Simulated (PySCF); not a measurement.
F$_{6}$OSi$_{2}$, charge +1, doublet, geometry from GFN2-xTB (a state made from the parent by changing its charge; the spin is typed, not shown lowest); PySCF with TPSS/STO-3G.

The PySCF input:
```python
from pyscf import gto, scf, dft

mol = gto.M(
    atom='''
F     2.282118    0.252968   -1.149620
Si    1.549900    0.367787    0.234395
F     2.132049   -0.657416    1.271162
F     1.613421    1.834780    0.790025
O    -0.000000   -0.000000    0.000000
Si   -1.549900   -0.367787   -0.234395
F    -1.899033   -0.033345   -1.728076
F    -2.401927    0.502695    0.756129
F    -1.726629   -1.899682    0.060379
''',
    basis='sto-3g',
    charge=1,
    spin=1,
    verbose=3,
)

mf = dft.UKS(mol)
mf.xc = 'tpss'
mf.kernel()
```

Q: Predict the main parts of the log of this PySCF run.

A: 
```
SCF not converged.
SCF energy = -1236.70178599585 after 50 cycles  <S^2> = 0.75081027  2S+1 = 2.0008101
```

Convergence was not reached.
